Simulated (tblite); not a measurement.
Record of a relaxation.

Compound: C4H6ClGe (doublet state).
SMILES with atom numbers: `[Cl:1][CH2:2][C@H:3]1[C:4]=[CH:5][GeH2:6]1` (hydrogens: H7, H8 on C2; H9 on C3; H10 on C5; H11, H12 on Ge6)
Bond orders are those of one Lewis drawing.

Computed with GFN2-xTB (tblite), gas phase: L-BFGS steps from a force-field or distance-geometry start until the largest atomic force falls under 0.01 eV/Å. 11 of its 50 geometries are shown.

Step 0: E = -487.1732 eV, largest atomic force 4.304 eV/Å
```
atom  x, y, z in Å  |  force x, y, z in eV/Å
Cl1     1.018    0.020    2.119    0.047   0.105  -0.530
C2      1.573   -0.057    0.411    1.425  -0.363   0.097
C3      0.421   -0.243   -0.515    3.844   0.670  -1.817
C4     -0.329   -1.456   -0.245   -2.984   1.787   0.330
C5     -1.535   -0.907   -0.019   -1.259  -2.657   0.415
Ge6    -1.079    0.930   -0.310   -1.079   1.079   0.540
H7      2.230   -0.962    0.321   -0.171   0.854   0.306
H8      2.129    0.879    0.184   -0.214  -0.625   0.303
H9      0.811   -0.196   -1.565    0.196  -0.303   0.481
H10    -2.475   -1.384    0.230    0.053  -0.306   0.016
H11    -1.129    1.802    0.961    0.010  -0.138  -0.447
H12    -1.635    1.572   -1.598    0.132  -0.105   0.306
```

Step 5: E = -487.9236 eV, largest atomic force 0.514 eV/Å
```
atom  x, y, z in Å  |  force x, y, z in eV/Å
Cl1     1.015    0.033    2.063   -0.102   0.042   0.017
C2      1.647   -0.071    0.412   -0.016   0.012  -0.281
C3      0.514   -0.204   -0.571   -0.314   0.006  -0.073
C4     -0.417   -1.325   -0.266   -0.409  -0.310  -0.026
C5     -1.657   -0.959    0.001    0.119   0.055  -0.062
Ge6    -1.142    0.926   -0.272   -0.143   0.029   0.012
H7      2.300   -0.944    0.363    0.155   0.124   0.072
H8      2.173    0.861    0.218    0.290  -0.091   0.069
H9      0.889   -0.236   -1.603    0.080  -0.072   0.247
H10    -2.560   -1.490    0.259    0.328  -0.110  -0.076
H11    -1.130    1.827    0.944    0.016   0.228   0.045
H12    -1.629    1.580   -1.573   -0.003   0.087   0.054
```

Step 10: E = -487.9637 eV, largest atomic force 0.139 eV/Å
```
atom  x, y, z in Å  |  force x, y, z in eV/Å
Cl1     1.001    0.043    2.046   -0.051   0.050   0.037
C2      1.645   -0.071    0.396   -0.038  -0.014   0.093
C3      0.495   -0.214   -0.572    0.000   0.047   0.009
C4     -0.445   -1.338   -0.287    0.092   0.026  -0.017
C5     -1.671   -0.959   -0.003    0.060  -0.034  -0.014
Ge6    -1.167    0.935   -0.258    0.066  -0.079   0.031
H7      2.322   -0.924    0.374   -0.003  -0.117  -0.008
H8      2.215    0.841    0.224   -0.032   0.023  -0.081
H9      0.903   -0.254   -1.583   -0.035  -0.023  -0.064
H10    -2.539   -1.529    0.255   -0.039  -0.085  -0.016
H11    -1.128    1.869    0.943    0.007   0.139  -0.005
H12    -1.632    1.599   -1.561   -0.026   0.066   0.036
```

Step 15: E = -487.9771 eV, largest atomic force 0.123 eV/Å
```
atom  x, y, z in Å  |  force x, y, z in eV/Å
Cl1     0.977    0.069    2.047    0.053   0.025  -0.092
C2      1.643   -0.079    0.405   -0.008  -0.011  -0.073
C3      0.498   -0.215   -0.571    0.013  -0.061  -0.030
C4     -0.433   -1.341   -0.301    0.013  -0.014   0.024
C5     -1.659   -0.986   -0.007   -0.005   0.000   0.025
Ge6    -1.164    0.934   -0.235   -0.050   0.056   0.026
H7      2.314   -0.941    0.382   -0.083  -0.010   0.090
H8      2.218    0.827    0.203   -0.018  -0.011   0.054
H9      0.895   -0.266   -1.587    0.035   0.078  -0.014
H10    -2.523   -1.573    0.240    0.022   0.004  -0.025
H11    -1.123    1.940    0.932    0.015  -0.021  -0.061
H12    -1.641    1.630   -1.533    0.011  -0.035   0.074
```

Step 20: E = -487.9821 eV, largest atomic force 0.081 eV/Å
```
atom  x, y, z in Å  |  force x, y, z in eV/Å
Cl1     0.974    0.088    2.034   -0.046   0.037   0.056
C2      1.639   -0.083    0.399    0.013   0.000  -0.007
C3      0.499   -0.220   -0.578   -0.010   0.050  -0.013
C4     -0.427   -1.345   -0.306   -0.030  -0.005  -0.045
C5     -1.652   -0.996   -0.004    0.005  -0.014   0.004
Ge6    -1.169    0.934   -0.221    0.017  -0.033  -0.006
H7      2.295   -0.955    0.403   -0.002  -0.015   0.004
H8      2.219    0.819    0.202    0.043  -0.024  -0.020
H9      0.898   -0.253   -1.594   -0.002   0.030   0.003
H10    -2.515   -1.590    0.231    0.010   0.020   0.016
H11    -1.116    1.966    0.917    0.019  -0.016   0.013
H12    -1.645    1.636   -1.508   -0.016  -0.030  -0.005
```

Step 24: E = -487.9863 eV, largest atomic force 0.134 eV/Å
```
atom  x, y, z in Å  |  force x, y, z in eV/Å
Cl1     0.957    0.124    2.030   -0.019   0.026  -0.001
C2      1.633   -0.085    0.403    0.023  -0.030  -0.044
C3      0.499   -0.211   -0.586    0.005   0.008  -0.007
C4     -0.425   -1.347   -0.339    0.010   0.025   0.014
C5     -1.643   -1.003    0.002    0.010  -0.042  -0.041
Ge6    -1.167    0.921   -0.208   -0.031   0.130  -0.012
H7      2.268   -0.972    0.427   -0.008  -0.038   0.001
H8      2.243    0.794    0.193   -0.013  -0.010   0.012
H9      0.900   -0.218   -1.602    0.024  -0.001   0.022
H10    -2.507   -1.595    0.234    0.013  -0.012   0.025
H11    -1.098    1.972    0.907    0.007  -0.006   0.055
H12    -1.658    1.619   -1.488   -0.020  -0.050  -0.024
```

Step 29: E = -487.9899 eV, largest atomic force 0.080 eV/Å
```
atom  x, y, z in Å  |  force x, y, z in eV/Å
Cl1     0.940    0.159    2.019    0.012  -0.016   0.009
C2      1.629   -0.093    0.403   -0.001   0.009   0.004
C3      0.500   -0.200   -0.593    0.008   0.010  -0.015
C4     -0.420   -1.341   -0.361   -0.018   0.011   0.012
C5     -1.635   -1.012   -0.005   -0.005   0.048   0.024
Ge6    -1.172    0.931   -0.197    0.018  -0.078   0.008
H7      2.242   -0.996    0.447   -0.037   0.001  -0.004
H8      2.261    0.769    0.190    0.012  -0.012   0.005
H9      0.910   -0.192   -1.605    0.010  -0.006  -0.015
H10    -2.494   -1.606    0.243    0.043  -0.001  -0.015
H11    -1.083    1.983    0.920   -0.023   0.024   0.016
H12    -1.677    1.596   -1.486   -0.020   0.009  -0.029
```

Step 34: E = -487.9910 eV, largest atomic force 0.047 eV/Å
```
atom  x, y, z in Å  |  force x, y, z in eV/Å
Cl1     0.938    0.166    2.019    0.009  -0.009  -0.027
C2      1.627   -0.095    0.402   -0.008  -0.002   0.025
C3      0.502   -0.195   -0.599   -0.006   0.011   0.012
C4     -0.418   -1.335   -0.367    0.020   0.005  -0.011
C5     -1.631   -1.006   -0.001    0.016  -0.010   0.001
Ge6    -1.171    0.930   -0.194   -0.001   0.046  -0.010
H7      2.224   -1.006    0.452    0.008  -0.014  -0.008
H8      2.271    0.759    0.191    0.012  -0.005   0.006
H9      0.916   -0.185   -1.609   -0.002  -0.005   0.002
H10    -2.482   -1.610    0.243   -0.017  -0.004   0.015
H11    -1.086    1.988    0.925   -0.027  -0.006  -0.022
H12    -1.688    1.587   -1.488   -0.004  -0.005   0.015
```

Step 39: E = -487.9917 eV, largest atomic force 0.040 eV/Å
```
atom  x, y, z in Å  |  force x, y, z in eV/Å
Cl1     0.936    0.169    2.015   -0.015   0.005   0.029
C2      1.627   -0.098    0.404    0.021  -0.011  -0.032
C3      0.503   -0.187   -0.601    0.016  -0.021  -0.009
C4     -0.414   -1.330   -0.374   -0.008  -0.008   0.014
C5     -1.625   -1.005    0.003   -0.011   0.003  -0.010
Ge6    -1.169    0.936   -0.194   -0.008  -0.028   0.004
H7      2.213   -1.017    0.452    0.006  -0.001  -0.005
H8      2.283    0.747    0.194    0.006  -0.003   0.006
H9      0.919   -0.180   -1.610    0.005   0.024  -0.001
H10    -2.474   -1.613    0.248    0.012   0.020   0.008
H11    -1.099    1.995    0.921   -0.016   0.014   0.002
H12    -1.699    1.581   -1.485   -0.007   0.007  -0.007
```

Step 44: E = -487.9922 eV, largest atomic force 0.012 eV/Å
```
atom  x, y, z in Å  |  force x, y, z in eV/Å
Cl1     0.935    0.169    2.015    0.005  -0.004  -0.008
C2      1.630   -0.102    0.403   -0.005  -0.001   0.010
C3      0.507   -0.185   -0.602   -0.003   0.000   0.000
C4     -0.411   -1.328   -0.375   -0.001  -0.002  -0.005
C5     -1.622   -1.002    0.003    0.003   0.000   0.003
Ge6    -1.169    0.936   -0.195    0.008   0.006  -0.001
H7      2.209   -1.026    0.450    0.007   0.002   0.009
H8      2.293    0.739    0.199   -0.004  -0.003  -0.008
H9      0.923   -0.172   -1.612   -0.001   0.003  -0.004
H10    -2.469   -1.609    0.255   -0.004  -0.002   0.001
H11    -1.117    2.000    0.918   -0.007   0.003   0.004
H12    -1.708    1.579   -1.486    0.002  -0.002  -0.002
```

Step 49: E = -487.9923 eV, largest atomic force 0.006 eV/Å
```
atom  x, y, z in Å  |  force x, y, z in eV/Å
Cl1     0.935    0.168    2.014   -0.003   0.003   0.002
C2      1.631   -0.103    0.403    0.003  -0.001  -0.005
C3      0.508   -0.186   -0.603    0.002  -0.002   0.001
C4     -0.412   -1.328   -0.377   -0.001   0.002  -0.003
C5     -1.621   -1.002    0.004   -0.001   0.003  -0.001
Ge6    -1.168    0.937   -0.195   -0.003  -0.001   0.005
H7      2.210   -1.026    0.453   -0.001  -0.003  -0.001
H8      2.294    0.737    0.197   -0.002   0.003  -0.001
H9      0.923   -0.170   -1.613    0.000  -0.003   0.003
H10    -2.469   -1.608    0.257    0.003   0.003  -0.001
H11    -1.121    2.002    0.919   -0.003  -0.001   0.000
H12    -1.708    1.578   -1.486    0.004  -0.003   0.002
```

Problem. Summarise the path.

Solution. The energy falls by 79.03 kJ/mol from step 0 to step 49; nine tenths of that is first reached at step 5. It falls at every step. The largest force goes from 4.304 to 0.006 eV/Å. Among the bonds C3–Ge6 changes most, from 1.915 to 2.058 Å; the atoms move by 0.168 Å rms after alignment.

What follows is the cost of the whole relaxation. Hardware: one thread of an Arm Neoverse V1, shared host. Cost: 0.31 s of wall time.
